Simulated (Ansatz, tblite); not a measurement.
Spin states of MoSe2⁺ (the lowest doublet isomer of a short search), each relaxed with PBE-D4/def2-TZVP in Ansatz. Electronic energies in the gas phase.

In the def2 sets Mo takes a core potential; there is no spin–orbit coupling. The xTB rows come from tblite. B3LYP takes the VWN-RPA correlation. Correlated methods freeze 18 core orbitals; core or outer-core shells of Mo, Se are correlated, in sets that lack core-valence functions. The structure comes from a short search, and lower isomers may exist.

Doublet geometry (C2v within 0.1 Å):

```
atom   x (Å)   y (Å)   z (Å)
 Mo1  -0.511   0.478   0.560
 Se2  -0.329   0.726  -1.637
 Se3   0.840  -1.204   1.076
```

Quartet geometry (C2v within 0.1 Å):

Cartesian coordinates in Å:
```
Mo 0.416 -0.001 -0.902
Se -1.569 -0.805 -0.176
Se 1.153 0.806 1.078
```

Run but left out: HF/def2-TZVP, MP2/def2-TZVP, CCSD/def2-TZVP, CCSD(T)/def2-TZVP (flagged by the program: large difference); r2SCANh-D4/def2-TZVP, PBE0-D4/def2-TZVP, CAM-B3LYP-D4/def2-TZVP (doublet: ⟨S²⟩ 1.17 to 1.24, where a pure state has 0.75).

Only these spin states were relaxed. Higher spins weren't run and may lie lower.

| level | quartet − doublet (kcal/mol) | lowest of these | remarks |
| --- | --- | --- | --- |
| LDA (SPW92)/def2-TZVP | 24.4 | doublet | – |
| PBE-D4/def2-TZVP | 20.8 | doublet | – |
| B3LYP-D4/def2-TZVP | 17.3 | doublet | spin-contaminated (⟨S²⟩ 0.91) (doublet) |
| RPA@PBE/def2-TZVP | 21.6 | doublet | – |

(1) Estimate the rows for GFN1-xTB, GFN2-xTB, revPBE-D4/def2-TZVP, r2SCAN-D4/def2-TZVP.

(2) How do the metal–ligand distances follow the spin state?

Answers

(1) 
```tsv
level	quartet − doublet (kcal/mol)	lowest of these	remarks
GFN1-xTB	35.8	doublet	–
GFN2-xTB	16.1	doublet	–
revPBE-D4/def2-TZVP	20.2	doublet	spin-contaminated (⟨S²⟩ 0.83) (doublet)
r2SCAN-D4/def2-TZVP	18.6	doublet	spin-contaminated (⟨S²⟩ 1.00) (doublet)
```

The xTB methods have no spin-polarisation term.

(2) 
```json
{"state": "doublet", "donor atoms": "2", "mean metal–ligand distance (Å)": "2.218", "range (Å)": "2.22–2.22", "Mulliken spin on the metal (PBE0)": "2.20"}
{"state": "quartet", "donor atoms": "2", "mean metal–ligand distance (Å)": "2.261", "range (Å)": "2.26–2.26", "Mulliken spin on the metal (PBE0)": "1.98"}
```

⟨S²⟩ at PBE0-D4/def2-TZVP: doublet 1.17 (pure 0.75), quartet 3.79 (pure 3.75).
